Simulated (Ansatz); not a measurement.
The same path of CH5ClSn + H2 (10 atoms, charge 0, multiplicity 1) was run twice with different band settings. Lost on the way: Sn1–Cl2, H9–H10. Made: Sn1–H9, Cl2–H10.

All numbers below come from Ansatz 0.2.0, RHF/def2-SVP.

Relaxed end points:

```xyz
10
Properties=species:S:1:pos:R:3
Sn 0.506 0.125 -0.275
Cl 0.136 -0.130 2.059
H 2.187 0.356 -0.452
C -0.650 1.826 -0.890
H -1.694 1.683 -0.613
H -0.276 2.726 -0.402
H -0.583 1.955 -1.971
H -0.006 -1.334 -0.994
H -3.830 -0.368 2.023
H -3.100 -0.332 2.178
```

```xyz
10
Properties=species:S:1:pos:R:3
Sn -0.391 -0.343 -0.588
Cl -0.934 1.221 3.325
H 1.131 -0.580 0.159
C -0.785 1.760 -0.882
H -1.726 1.898 -1.415
H -0.850 2.260 0.084
H 0.016 2.217 -1.464
H -0.403 -1.168 -2.091
H -1.606 -1.035 0.410
H -1.761 0.275 3.126
```

Common settings: movable images 9; climbing image yes; optimiser quadratic models (default); start path through a guess of the saddle point; force threshold 0.05 eV/Å; iteration limit 60; end points relaxed.

| run | spring |
| --- | --- |
| 1 | 5.0 eV/Å² |
| 2 | 0.5 eV/Å² |

Q: What does each run give, and how far can it be trusted?

A: Run 1: converged after 16 iterations, highest image 2.430 eV above the first end. A vibrational analysis at the climbing image gives one clearly imaginary mode, 1033i cm⁻¹, and a faint second one (37i cm⁻¹) that may be numerical noise or a soft torsion: probably a first-order saddle point.
Run 2: converged after 22 iterations, highest image 2.430 eV above the first end. Another band between the same ends (9 images) ends at a top of the same energy, where a vibrational analysis finds 1 clearly imaginary mode.
The orbitals stay closed-shell, which can raise the energy where a bond breaks towards radicals; this wasn't checked here.
